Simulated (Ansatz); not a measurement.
A nudged elastic band was laid between two geometries of Cl5FW + H2 (9 atoms, charge 0, multiplicity 1).

All numbers below come from Ansatz 0.2.0, RKS PBE/def2-SVP.

```
movable images  : 7
climbing image  : yes
spring          : 5.0 eV/Å²
optimiser       : quadratic models (default)
start path      : through a guess of the saddle point
force threshold : 0.03 eV/Å
iteration limit : 60
end points      : relaxed
```

Image 0:

```xyz
9
Properties=species:S:1:pos:R:3
W -0.317 -0.325 -0.204
Cl -0.228 -0.234 2.097
Cl 1.996 -0.334 -0.358
Cl -0.317 1.988 -0.361
Cl -2.636 -0.321 -0.175
Cl -0.322 -2.644 -0.173
F -0.392 -0.403 -2.086
H 2.420 2.568 1.878
H 2.235 2.249 2.552
```

Image 8:

```xyz
9
Properties=species:S:1:pos:R:3
W 0.048 0.120 -0.573
Cl 1.531 0.602 3.469
Cl 2.249 -0.466 -0.343
Cl -0.730 2.113 -1.448
Cl -1.419 0.569 1.207
Cl -0.588 -2.076 -0.182
F 0.244 -0.264 -2.412
H 0.808 1.270 0.393
H 0.297 0.676 3.058
```

Q: Which bonds break or form, and what moves?

A: Bonds broken: W1–Cl2, H8–H9. Bonds formed: W1–H8, Cl2–H9. Cl5FW + H2 becomes Cl4FHW + ClH.

Q: What energy profile does the band end with?

A: The forces met the threshold. The highest image is number 4 of 0 to 8, 1.21 eV above the first end and 0.34 eV above the last; the last end lies 0.87 eV above the first. A vibrational analysis at the climbing image gives one clearly imaginary mode, 58i cm⁻¹: a first-order saddle point. The orbitals stay closed-shell, which can raise the energy where a bond breaks towards radicals; this wasn't checked here.

```
image  path coordinate (Å)  energy (eV)  W1–Cl2 (Å)  H8–H9 (Å)  W1–H8 (Å)
    0                 0.00         0.00        2.31       0.77       4.49
    1                 1.35         0.00        2.30       0.77       4.63
    2                 2.69         0.09        2.30       0.77       3.72
    3                 4.03         0.83        2.36       0.77       2.85
    4                 5.38         1.21        2.72       0.97       1.83
    5                 6.20         1.12        3.33       1.49       1.72
    6                 7.02         0.98        3.83       1.89       1.70
    7                 7.83         0.91        4.12       2.42       1.69
    8                 8.65         0.87        4.33       2.78       1.68
```

Q: What is the geometry of the highest image?

A: 
```xyz
9
Properties=species:S:1:pos:R:3
W 0.196 0.133 -0.055
Cl 0.520 -0.529 2.558
Cl 2.488 0.030 -0.022
Cl 0.296 2.344 -0.982
Cl -1.961 0.495 0.640
Cl -0.042 -2.184 -0.041
F -0.114 -0.146 -1.883
H 0.507 1.511 1.105
H 0.553 0.889 1.849
```

Q: What are the harmonic wavenumbers there?

A: 58i, 49, 112, 131, 147, 169, 177, 182, 194, 304, 324, 346, 369, 376, 560, 650, 682, 887, 1093, 1603, 1994 cm⁻¹.

The band took 21 iterations and of the order of 22 core-minutes.

Time of the run: 6 min on 4 threads of Intel(R) Xeon(R) Platinum 8259CL CPU @ 2.50GHz (Skylake/Cascade Lake), with other jobs on the host, peak memory 0.28 GiB.
